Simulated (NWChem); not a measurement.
System: BeCl2; SMILES [Cl][Be][Cl]

NWChem input:

```
start job
memory heap 200 mb stack 900 mb global 1100 mb
geometry units angstroms noautosym nocenter noautoz
  Be     0.000000     0.000000     0.000000
  Cl     0.000000     0.000000     1.813735
  Cl     0.000000     0.000000    -1.813735
end
basis spherical
  * library sadlej_pvtz
end
dft
  xc xpbe96 cpbe96
  iterations 150
end
property
  response 1 0.0
end
task dft property
```

Coordinates come from a PBE-D3(BJ)/def2-SVP optimisation.

Static field.

### Question
Predict the main results of this run. (PBE/Sadlej pVTZ.) Quantities: basis functions; isotropic polarisability (bohr³); anisotropy (bohr³).

### Answer
```json
{
 "number_of_basis_functions": "88",
 "isotropic polarisability (bohr³)": "44.2",
 "anisotropy (bohr³)": "21.3"
}
```
